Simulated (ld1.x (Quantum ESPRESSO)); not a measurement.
Values are calculated unless marked as measured or tabulated.
**Pseudopotentials across the periodic table**

Generated with ld1.x 7.5 (TM, RRKJ, ultrasoft, PAW), atompaw 4.2 or ONCVPSP 4.0.1. The cutoff is in Ry: for ld1.x and atompaw files where the sum of valence levels is converged to 10 mRy in a Bessel basis, for ONCV files where the hardest occupied wave has 1 mHa per electron of residual kinetic energy. The error is the largest all-electron minus pseudo excitation energy over each file’s own four to seven test configurations (ionisations up to +4, promotions, holes and added fractions of an electron), all of which were solved. The labels leave out finer settings (local radius, basis sizes, second energies), which also bear on the numbers. Spin-polarised tests are not counted. The rows are a selection from randomly drawn settings: files with unsolved tests, undetermined cutoffs or missed reference levels are left out.

| element | potential | cutoff (Ry) | largest error (meV) | bound ghosts |
| --- | --- | --- | --- | --- |
| Be | RRKJ, PBE, scalar-relativistic, rc 2.30/4.20/3.70 (spd), local d, core correction no, reference 2s1.75 2p0.25 | 8 | -175 | none |
| P | TM semilocal, PBE, scalar-relativistic, rc 1.50/1.50/1.30 (spd), local d, core correction no, reference 3s1 3p4 | 18 | +27 | none |
| Te | TM semilocal, LDA (PZ), scalar-relativistic, rc 1.60/2.05/1.30 (spd), local s, core correction yes, reference 4d10 5s2 5p4 | 110 | -232 | none |
| Ho | TM, BP86, scalar-relativistic, rc 3.30/3.70/3.00 (spd), local s, core correction yes, reference 5d1 6s1 6p0 | 15 | -51 | none |
| Au | TM, PBE, scalar-relativistic, rc 1.10/1.60/1.15 (spd), local s, core correction no, reference 5s2 5p6 5d9.5 6s0 6p0 | 140 | +396 | none |
| Bi | TM, LDA (PZ), fully relativistic, rc 1.70/1.85/1.80 (spd), local s, core correction yes, reference 5d10 6s2 6p3 | 60 | -71 | none |

**Question.** Fill in the row for Ar: ultrasoft, PBE, scalar-relativistic, rc 1.05/1.20/1.20 (spd), local smoothed, core correction no, reference 3s2 3p6.

**Answer.** cutoff 35 Ry, largest error +101 meV, bound ghosts: none.

**Question.** Fill in the row for S: TM, PBE, scalar-relativistic, rc 1.40/1.40 (sp), local p, core correction no, reference 3s2 3p3.

**Answer.** cutoff 40 Ry, largest error +132 meV, bound ghosts: none.
